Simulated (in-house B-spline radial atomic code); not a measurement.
Inner-shell binding energies (edges) and X-ray emission energies of free atoms and ions, as differences of relaxed hole-state energies with first-order Breit, QED and recoil terms, without correlation or multiplet splittings, in NIST's listed ground configurations. For neutral atoms such line energies lie within some 1 to 5 eV of tabulated X-ray lines (up to 20 eV for the heaviest). K = 1s, L1 = 2s, L2 = 2p1/2, L3 = 2p3/2. A dash marks a subshell that is part filled or wasn't run, or a line left out. Computed with a B-spline radial code for spherical atoms: Dirac-Hartree-Fock, average of the configuration, finite nuclei.

| ion | configuration | K edge (eV) | L1 edge (eV) | L3 edge (eV) | K-L3 (eV) | K-L2 (eV) |
| --- | --- | --- | --- | --- | --- | --- |
| Xe6+ | [Kr] 4d10 5s2 | 34646.2 | 5540.45 | 4868.75 | 29777.5 | 29457 |
| Ta6+ | [Xe] 4f13 | 67507.8 | 11786.8 | 9979.48 | 57528.4 | 56272.6 |
| W6+ | [Xe] 4f14 | 69610.2 | 12196.6 | 10295.6 | 59314.6 | 57977.1 |
| Re6+ | [Xe] 4f14 5d1 | ? | ? | ? | ? | ? |
| Os6+ | [Xe] 4f14 5d2 | 73963.9 | 13071.5 | 10969.2 | 62994.7 | 61480.8 |
| Ir6+ | [Xe] 4f14 5d3 | ? | ? | ? | ? | ? |
| Pt6+ | [Xe] 4f14 5d4 | 78491.6 | 13989.1 | 11665.6 | 66826 | 65116.6 |
| Au6+ | [Xe] 4f14 5d5 | ? | ? | ? | ? | ? |
| Hg6+ | [Xe] 4f14 5d6 | 83198.5 | 14950.9 | 12384.7 | 70813.8 | 68888.2 |
| Tl6+ | [Xe] 4f14 5d7 | 85621.4 | 15449.1 | 12752.8 | 72868.6 | 70826.5 |

(1) Fill in the row of Re6+.

(2) Fill in the row of Ir6+.

(3) Fill in the row of Au6+.

## Answers

(1) K edge (eV): 71765.9; L1 edge (eV): 12628.8; L3 edge (eV): 10629.5; K-L3 (eV): 61136.4; K-L2 (eV): 59712.9.

(2) K edge (eV): 76205.9; L1 edge (eV): 13524.9; L3 edge (eV): 11314.5; K-L3 (eV): 64891.3; K-L2 (eV): 63282.2.

(3) K edge (eV): 80822.3; L1 edge (eV): 14464.4; L3 edge (eV): 12022.3; K-L3 (eV): 68800; K-L2 (eV): 66985.3.
